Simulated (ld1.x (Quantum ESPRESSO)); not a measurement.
# Transferability test, PAW potential for Zn (Z = 30)

* Element: Zn (Z = 30)
* Generator: ld1.x (Quantum ESPRESSO) 7.5
* Type: PAW
* Functional: PBE
* Relativity: scalar-relativistic
* Frozen core: [Ar]
* Valence charge: 12
* Reference configuration: 3d10 4s1 4p1
* Partial waves: 4s (bound): rcut 1.70, rcutus 2.25 bohr; 4s channel at 0.85 Ry: rcut 1.70, rcutus 2.25 bohr; 4p (bound): rcut 2.75, rcutus 3.00 bohr; 4p channel at 2.25 Ry: rcut 2.75, rcutus 3.00 bohr; 3d (bound): rcut 0.70, rcutus 0.90 bohr; 3d channel at 2.75 Ry: rcut 0.70, rcutus 0.90 bohr
* Local potential: all-electron potential smoothed inside 1.60 bohr (lloc = -2)
* Core correction: Bessel-smoothed model core inside 0.40 bohr
* Augmentation charge: BESSEL, radius 0.60 bohr

Energies are relative to the spin-unpolarised reference configuration 3d10 4s1 4p1; without spin polarisation the order of configurations can differ from experiment.

Give the all-electron excitation energy and the error of the potential for: 3d10 4s2 4p0; 3d10 4s1 4p0; 3d10 4s0 4p0; 3d9 4s2 4p1; 3d8 4s0 4p0; 3d9 4s0 4p0; 3d10 4s0 4p2.

```csv
valence configuration,charge,ΔE all-electron (eV),error AE − PS (meV)
3d10 4s2 4p0,0,-5.086,+0.5
3d10 4s1 4p0,+1,4.802,+1.2
3d10 4s0 4p0,+2,23.245,+9.9
3d9 4s2 4p1,0,7.158,-55
3d8 4s0 4p0,+4,125.593,-1024
3d9 4s0 4p0,+3,63.778,-171
3d10 4s0 4p2,0,5.472,-2.0
```
